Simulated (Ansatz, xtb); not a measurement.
# A geometry optimisation of H5OSi3 with r2SCAN-D4/def2-SVP

The starting geometry of this gas-phase doublet was built from a drawn formula by distance geometry and a force field; its bonds are those of `[OH+]1[SiH][SiH2][SiH-]1`.

```xyz
9

O     0.6623    0.7276    0.6676
Si   -0.7272    0.5890   -0.3400
Si    0.5200   -0.1520   -2.1041
Si    1.7538    1.1182   -0.5621
H     0.9229   -0.1188    1.0874
H    -1.3509    1.8588   -0.4970
H     0.9096   -1.5724   -2.0008
H     0.2613    0.4838   -3.3935
H     1.6307    2.6071   -0.8768
```

Q: Predict what it relaxes into with r2SCAN-D4/def2-SVP.

A: It keeps its bonds, and is `[OH+]1[SiH][SiH2][SiH-]1`. Distances that change by over a tenth: O1–Si4 (1.69 → 1.88 Å).

The energy falls by 1.28 eV over 7 steps:

```json
{"step": "1", "E − E(last) (eV)": "1.281"}
{"step": "2", "E − E(last) (eV)": "0.363"}
{"step": "3", "E − E(last) (eV)": "0.064"}
{"step": "4", "E − E(last) (eV)": "0.005"}
{"step": "5", "E − E(last) (eV)": "0.001"}
{"step": "6", "E − E(last) (eV)": "0.000"}
{"step": "7", "E − E(last) (eV)": "0.000"}
```

Final geometry (Å):

```xyz
9

O     0.6601    0.7709    0.7352
Si   -0.8903    0.4082   -0.2720
Si    0.5385   -0.0992   -2.1053
Si    1.9520    1.0821   -0.5998
H     0.8964    0.0882    1.3793
H    -1.1881    1.8614   -0.5672
H     0.8645   -1.5501   -2.2572
H     0.2457    0.4804   -3.4544
H     1.5035    2.4996   -0.8778
```

From the same start GFN2-xTB ends elsewhere, at `O[SiH][SiH2][SiH]`.

The end wasn't checked by frequencies. Open shells are spin-unrestricted. Run with Ansatz 0.2.0, 25 s on 2 threads of Intel(R) Xeon(R) 6975P-C (Granite Rapids) (shared host).
